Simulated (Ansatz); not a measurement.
Energy difference R1 → 3 P1, each structure at its B3LYP-D3(BJ)/def2-TZVP stationary point, reached from a drawn start (curvature not checked).
R1: O3 (SMILES O=[O+][O-]), charge 0, multiplicity 1.
P1: O atom, charge 0, multiplicity 3.

P less R. No zero-point or thermal terms; singlets are restricted closed shells; open shells are unrestricted; no spin–orbit coupling.

Cores are frozen in the correlated methods.

Run with Ansatz (Gaussian orbitals). No computed number here is a measurement.

| level | reaction energy (kJ/mol) |
|---|---|
| SVWN5/def2-TZVPP | 1012.1 |
| BLYP/def2-TZVPP | 707.3 |
| revPBE/def2-TZVPP | 700.9 |
| r2SCAN/def2-TZVPP | 634.7 |
| wB97X-V/def2-TZVPP | 588.6 |
| B2PLYP/def2-TZVPP | 601.1 |
| MP2/cc-pVDZ | 565.7 |
| MP2/cc-pVTZ | 662.9 |
| CCSD(T)/cc-pVQZ | ? |

Problem. What belongs in the gaps?

Solution. 
- CCSD(T)/cc-pVQZ, reaction energy (kJ/mol): 580.5

Doubts at one or more of the structures used: other coupled-cluster roots may lie near (CCSD(T)/cc-pVQZ).

Ansatz is a first-principles code.
